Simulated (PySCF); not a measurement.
CuF, charge -1, doublet, geometry from GFN2-xTB (such geometries of metal compounds can be far from the true shape) (the multiplicity is a formal guess) (a gas-phase anion, which may not be bound at this level); CASSCF(9,7)/STO-3G in PySCF.

The PySCF input:
```python
from pyscf import gto, scf, mcscf
import numpy

mol = gto.M(
    atom='''
Cu   -0.00000000   -0.00000000   -0.36515679
F     0.00000000    0.00000000    1.17661631
''',
    basis='sto-3g',
    charge=-1,
    spin=1,
    verbose=4,
)

mf = scf.ROHF(mol)
mf.kernel()
mc = mcscf.CASSCF(mf, 7, 9)
mc.fix_spin_(ss=0.75)
mc.kernel()
occ = numpy.linalg.eigvalsh(mc.fcisolver.make_rdm1(mc.ci, mc.ncas, mc.nelecas))[::-1]
ss = mc.fcisolver.spin_square(mc.ci, mc.ncas, mc.nelecas)[0]
print('natural occupations', occ.round(4), ' <S^2>', round(ss, 4))
```

It wrote (shortened):

```
PySCF version 2.14.0

[INPUT] verbose = 4
[INPUT] num. atoms = 2
[INPUT] num. electrons = 39
[INPUT] charge = -1
[INPUT] spin (= nelec alpha-beta = 2S) = 1
[INPUT] symmetry False subgroup None
[INPUT] Mole.unit = angstrom
[INPUT] Symbol           X                Y                Z      unit          X                Y                Z       unit  Magmom
[...]
nuclear repulsion = 89.5820870464792
number of shells = 11
number of NR pGTOs = 69
number of NR cGTOs = 23
basis = sto-3g
ecp = {}

******** <class 'pyscf.scf.rohf.ROHF'> ********
method = ROHF
initial guess = minao
damping factor = 0
level_shift factor = 0
DIIS = <class 'pyscf.scf.diis.CDIIS'>
diis_start_cycle = 1
diis_space = 8
diis_damp = 0
SCF conv_tol = 1e-09
SCF conv_tol_grad = None
SCF max_cycles = 50
direct_scf = True
direct_scf_tol = 1e-13
num. doubly occ = 19  num. singly occ = 1
Set gradient conv threshold to 3.16228e-05
init E= -1715.70565719105
[...]
cycle= 1 E= -1717.38143906763  delta_E= -1.68  |g|= 1.75  |ddm|= 2.79
[...]
cycle= 2 E= -1716.11559670703  delta_E= 1.27  |g|= 1.74  |ddm|= 2.61

WARN: HOMO 0.705573285502073 >= LUMO 0.378849816778715

cycle= 3 E= -1716.73495902645  delta_E= -0.619  |g|= 1.83  |ddm|= 3.34
[...]
cycle= 4 E= -1717.70486677533  delta_E= -0.97  |g|= 1.28  |ddm|=  2.2
[...]
cycle= 5 E= -1717.98750764767  delta_E= -0.283  |g|= 0.677  |ddm|= 0.595
[...]
cycle= 6 E= -1718.07538214754  delta_E= -0.0879  |g|= 0.362  |ddm|= 0.347
[...]
cycle= 7 E= -1718.10322430489  delta_E= -0.0278  |g|= 0.253  |ddm|= 0.117
[...]
cycle= 8 E= -1718.12767757816  delta_E= -0.0245  |g|= 0.138  |ddm|= 0.245
[...]
cycle= 9 E= -1718.13779725976  delta_E= -0.0101  |g|= 0.0341  |ddm|= 0.228
[...]
cycle= 10 E= -1718.13902907351  delta_E= -0.00123  |g|= 0.0127  |ddm|= 0.109
[...]
cycle= 11 E= -1718.13930538951  delta_E= -0.000276  |g|= 0.00734  |ddm|= 0.0509
[...]
cycle= 12 E= -1718.13958425372  delta_E= -0.000279  |g|= 0.00281  |ddm|= 0.119
[...]
cycle= 13 E= -1718.13961150223  delta_E= -2.72e-05  |g|= 0.0008  |ddm|= 0.0404
[...]
cycle= 14 E= -1718.13961512021  delta_E= -3.62e-06  |g|= 0.000415  |ddm|= 0.0158
[...]
cycle= 15 E= -1718.13961564939  delta_E= -5.29e-07  |g|= 0.000249  |ddm|= 0.00508
[...]
cycle= 16 E= -1718.1396158953  delta_E= -2.46e-07  |g|= 3.12e-06  |ddm|= 0.00644
[...]
cycle= 17 E= -1718.13961589532  delta_E= -2e-11  |g|= 2.43e-06  |ddm|= 1.8e-05
[...]
Extra cycle  E= -1718.13961589533  delta_E= -6.37e-12  |g|= 3.97e-06  |ddm|= 6e-06
converged SCF energy = -1718.13961589533

******** <class 'pyscf.mcscf.mc1step.CASSCF'> ********
CAS (5e+4e, 7o), ncore = 15, nvir = 1
max_cycle_macro = 50
max_cycle_micro = 4
conv_tol = 1e-07
conv_tol_grad = None
orbital rotation max_stepsize = 0.02
orbital rotation threshold for CI restart = 0.01
augmented hessian ah_max_cycle = 30
augmented hessian ah_conv_tol = 1e-12
augmented hessian ah_linear dependence = 1e-14
augmented hessian ah_level shift = 1e-08
augmented hessian ah_start_tol = 2.5
augmented hessian ah_start_cycle = 3
augmented hessian ah_grad_trust_region = 3
kf_trust_region = 3
kf_interval = 4
ci_response_space = 4
ci_grad_trust_region = 3
with_dep4 0
natorb = False
canonicalization = True
sorting_mo_energy = False
ao2mo_level = 2
internal_rotation = False
******** <class 'pyscf.fci.addons.SpinPenaltyFCISolver'> ********
max. cycles = 50
conv_tol = 1e-08
davidson only = True
linear dependence = 1e-12
level shift = 0.001
max iter space = 12
nroots = 1
pspace_size = 400
spin = None
CASCI E = -1718.36703683522  S^2 = 0.7503285
Set conv_tol_grad to 0.000316228
macro iter   1 ( 21 JK    4 micro), CASSCF E = -1718.40283785109  dE = -3.58010159e-02  S^2 = 0.7500011
               |grad[o]|=0.155  |grad[c]|=0.0809  |ddm|=0.774  |maxRot[o]|=0.194
macro iter   2 ( 21 JK    4 micro), CASSCF E = -1718.40468322717  dE = -1.84537607e-03  S^2 = 0.7500000
               |grad[o]|=0.0406  |grad[c]|=0.0542  |ddm|=0.114  |maxRot[o]|=0.123
macro iter   3 ( 21 JK    4 micro), CASSCF E = -1718.40477819584  dE = -9.49686741e-05  S^2 = 0.7500000
               |grad[o]|=0.0101  |grad[c]|=0.0116  |ddm|=0.0197  |maxRot[o]|=0.0174
macro iter   4 ( 17 JK    4 micro), CASSCF E = -1718.40506019384  dE = -2.81997997e-04  S^2 = 0.7500000
               |grad[o]|=0.00305  |grad[c]|=0.0131  |ddm|=0.0163  |maxRot[o]|=0.0671
macro iter   5 ( 12 JK    3 micro), CASSCF E = -1718.40521055194  dE = -1.50358099e-04  S^2 = 0.7500000
               |grad[o]|=0.00275  |grad[c]|=0.0228  |ddm|=0.0218  |maxRot[o]|=0.149
macro iter   6 ( 12 JK    3 micro), CASSCF E = -1718.40538754122  dE = -1.76989288e-04  S^2 = 0.7500000
               |grad[o]|=0.0081  |grad[c]|=0.007  |ddm|=0.0336  |maxRot[o]|=0.0981
macro iter   7 ( 21 JK    4 micro), CASSCF E = -1718.40561236385  dE = -2.24822629e-04  S^2 = 0.7500000
               |grad[o]|=0.00977  |grad[c]|=0.0156  |ddm|=0.0398  |maxRot[o]|= 0.11
macro iter   8 ( 12 JK    3 micro), CASSCF E = -1718.40600846949  dE = -3.96105635e-04  S^2 = 0.7500000
               |grad[o]|=0.00701  |grad[c]|=0.0475  |ddm|=0.0899  |maxRot[o]|=0.149
macro iter   9 ( 12 JK    3 micro), CASSCF E = -1718.40642927639  dE = -4.20806903e-04  S^2 = 0.7500000
               |grad[o]|=0.0067  |grad[c]|=0.0452  |ddm|=0.0903  |maxRot[o]|=0.149
macro iter  10 ( 16 JK    4 micro), CASSCF E = -1718.40688280163  dE = -4.53525242e-04  S^2 = 0.7500000
               |grad[o]|=0.00614  |grad[c]|=0.0171  |ddm|=0.0635  |maxRot[o]|=0.103
macro iter  11 ( 20 JK    4 micro), CASSCF E = -1718.40694274886  dE = -5.99472316e-05  S^2 = 0.7500000
               |grad[o]|=0.00594  |grad[c]|=0.0252  |ddm|=0.0628  |maxRot[o]|=0.0349
macro iter  12 ( 21 JK    4 micro), CASSCF E = -1718.40698341573  dE = -4.06668664e-05  S^2 = 0.7500000
               |grad[o]|=0.00574  |grad[c]|=0.0179  |ddm|=0.0349  |maxRot[o]|=0.0136
macro iter  13 ( 21 JK    4 micro), CASSCF E = -1718.40704283335  dE = -5.94176156e-05  S^2 = 0.7500000
               |grad[o]|=0.00421  |grad[c]|=0.0185  |ddm|=0.0352  |maxRot[o]|=0.0586
[...]
macro iter  18 ( 19 JK    4 micro), CASSCF E = -1718.40780426262  dE = -1.20251945e-04  S^2 = 0.7500000
               |grad[o]|=0.00271  |grad[c]|=0.00597  |ddm|=0.00786  |maxRot[o]|=0.0534
macro iter  19 ( 16 JK    4 micro), CASSCF E = -1718.40756340959  dE =  2.40853031e-04  S^2 = 0.7500000
               |grad[o]|=0.00224  |grad[c]|=0.0146  |ddm|=0.022  |maxRot[o]|=0.0797
macro iter  20 ( 21 JK    4 micro), CASSCF E = -1718.40777903171  dE = -2.15622117e-04  S^2 = 0.7500000
               |grad[o]|=0.00346  |grad[c]|=0.00605  |ddm|=0.0103  |maxRot[o]|=0.0543
macro iter  21 ( 21 JK    4 micro), CASSCF E = -1718.40784881540  dE = -6.97836963e-05  S^2 = 0.7500000
               |grad[o]|=0.00211  |grad[c]|=0.00509  |ddm|=0.00789  |maxRot[o]|=0.0378
macro iter  22 (  7 JK    2 micro), CASSCF E = -1718.40798984941  dE = -1.41034003e-04  S^2 = 0.7500000
               |grad[o]|=0.00181  |grad[c]|=0.00323  |ddm|=0.0104  |maxRot[o]|=0.0498
macro iter  23 ( 15 JK    4 micro), CASSCF E = -1718.40771717011  dE =  2.72679293e-04  S^2 = 0.7500000
               |grad[o]|=0.0015  |grad[c]|=0.0151  |ddm|=0.012  |maxRot[o]|=0.0979
macro iter  24 ( 19 JK    4 micro), CASSCF E = -1718.40786254079  dE = -1.45370673e-04  S^2 = 0.7500000
               |grad[o]|=0.00347  |grad[c]|=0.0022  |ddm|=0.00576  |maxRot[o]|=0.0292
macro iter  25 ( 21 JK    4 micro), CASSCF E = -1718.40786941164  dE = -6.87085162e-06  S^2 = 0.7500000
               |grad[o]|=0.00127  |grad[c]|=0.00363  |ddm|=0.00706  |maxRot[o]|=0.00794
macro iter  26 (  7 JK    2 micro), CASSCF E = -1718.40799523687  dE = -1.25825234e-04  S^2 = 0.7500000
               |grad[o]|=0.0012  |grad[c]|=0.00235  |ddm|=0.00868  |maxRot[o]|=0.0496
macro iter  27 ( 15 JK    4 micro), CASSCF E = -1718.40769422433  dE =  3.01012546e-04  S^2 = 0.7500000
               |grad[o]|=0.00115  |grad[c]|=0.0148  |ddm|=0.011  |maxRot[o]|=0.0922
macro iter  28 ( 21 JK    4 micro), CASSCF E = -1718.40785877378  dE = -1.64549454e-04  S^2 = 0.7500000
               |grad[o]|=0.00302  |grad[c]|=0.00196  |ddm|=0.00275  |maxRot[o]|=0.0404
macro iter  29 ( 21 JK    4 micro), CASSCF E = -1718.40786629823  dE = -7.52445362e-06  S^2 = 0.7500000
               |grad[o]|=0.00125  |grad[c]|=0.00374  |ddm|=0.00676  |maxRot[o]|=0.00372
macro iter  30 (  7 JK    2 micro), CASSCF E = -1718.40799423247  dE = -1.27934231e-04  S^2 = 0.7500000
               |grad[o]|=0.00123  |grad[c]|=0.00238  |ddm|=0.00841  |maxRot[o]|=0.0496
macro iter  31 ( 14 JK    4 micro), CASSCF E = -1718.40775600471  dE =  2.38227760e-04  S^2 = 0.7500000
               |grad[o]|=0.00108  |grad[c]|=0.0106  |ddm|=0.00835  |maxRot[o]|=0.0755
macro iter  32 ( 20 JK    4 micro), CASSCF E = -1718.40789175446  dE = -1.35749758e-04  S^2 = 0.7500000
               |grad[o]|=0.00253  |grad[c]|=0.00194  |ddm|=0.00298  |maxRot[o]|=0.0353
macro iter  33 (  7 JK    2 micro), CASSCF E = -1718.40798384684  dE = -9.20923799e-05  S^2 = 0.7500000
               |grad[o]|=0.00108  |grad[c]|=0.00148  |ddm|=0.0059  |maxRot[o]|=0.0352
macro iter  34 (  6 JK    2 micro), CASSCF E = -1718.40803937878  dE = -5.55319386e-05  S^2 = 0.7500000
               |grad[o]|=0.00102  |grad[c]|=0.00119  |ddm|=0.00648  |maxRot[o]|=0.0354
macro iter  35 ( 13 JK    4 micro), CASSCF E = -1718.40801651008  dE =  2.28686981e-05  S^2 = 0.7500000
               |grad[o]|=0.00124  |grad[c]|=0.00139  |ddm|=0.00532  |maxRot[o]|=0.0202
macro iter  36 ( 21 JK    4 micro), CASSCF E = -1718.40801457058  dE =  1.93950382e-06  S^2 = 0.7500000
               |grad[o]|=0.000999  |grad[c]|=0.00151  |ddm|=0.00236  |maxRot[o]|=0.00283
macro iter  37 ( 16 JK    3 micro), CASSCF E = -1718.40803670382  dE = -2.21332436e-05  S^2 = 0.7500000
               |grad[o]|=0.000795  |grad[c]|=0.000161  |ddm|=0.00213  |maxRot[o]|=0.0145
macro iter  38 ( 21 JK    4 micro), CASSCF E = -1718.40803327897  dE =  3.42485373e-06  S^2 = 0.7500000
               |grad[o]|=0.000495  |grad[c]|=0.00161  |ddm|=0.0032  |maxRot[o]|=0.00232
macro iter  39 ( 25 JK    4 micro), CASSCF E = -1718.40805446311  dE = -2.11841361e-05  S^2 = 0.7500000
               |grad[o]|=0.000644  |grad[c]|=0.000628  |ddm|=0.00134  |maxRot[o]|=0.0165
macro iter  40 ( 16 JK    4 micro), CASSCF E = -1718.40806413479  dE = -9.67167898e-06  S^2 = 0.7500000
               |grad[o]|=0.000372  |grad[c]|=0.0012  |ddm|=0.00195  |maxRot[o]|=0.0116
macro iter  41 ( 14 JK    4 micro), CASSCF E = -1718.40806633143  dE = -2.19664139e-06  S^2 = 0.7500000
               |grad[o]|=0.000278  |grad[c]|=0.0011  |ddm|=0.00186  |maxRot[o]|=0.00394
macro iter  42 ( 12 JK    4 micro), CASSCF E = -1718.40807266855  dE = -6.33712511e-06  S^2 = 0.7500000
               |grad[o]|=0.000294  |grad[c]|=0.000487  |ddm|=0.000849  |maxRot[o]|=0.0119
macro iter  43 ( 12 JK    3 micro), CASSCF E = -1718.40807526436  dE = -2.59580861e-06  S^2 = 0.7500000
               |grad[o]|=0.000451  |grad[c]|=0.000261  |ddm|=0.00229  |maxRot[o]|=0.00889
macro iter  44 ( 12 JK    3 micro), CASSCF E = -1718.40807600015  dE = -7.35788717e-07  S^2 = 0.7500000
               |grad[o]|=0.000123  |grad[c]|=4.3e-05  |ddm|=0.00135  |maxRot[o]|=0.00491
macro iter  45 (  6 JK    1 micro), CASSCF E = -1718.40807617934  dE = -1.79188191e-07  S^2 = 0.7500000
               |grad[o]|=4.03e-05  |grad[c]|=0.000184  |ddm|=0.000532  |maxRot[o]|=0.00239
macro iter  46 (  5 JK    1 micro), CASSCF E = -1718.40807623508  dE = -5.57413387e-08  S^2 = 0.7500000
               |grad[o]|=0.000103  |grad[c]|=0.000106  |ddm|=0.000216  |maxRot[o]|=0.0011
1-step CASSCF converged in  46 macro (741 JK 161 micro) steps
CASSCF canonicalization
Density matrix diagonal elements [1.90663979 1.43918008 1.41595254 1.78373803 1.27850016 0.54260832
 0.63338108]
CASSCF energy = -1718.40807623508
CASCI E = -1718.40807623508  E(CI) = -26.1823474213670  S^2 = 0.7500000
natural occupations [1.9704 1.7215 1.7113 1.3259 1.2784 0.9487 0.0439]  <S^2> 0.75
```
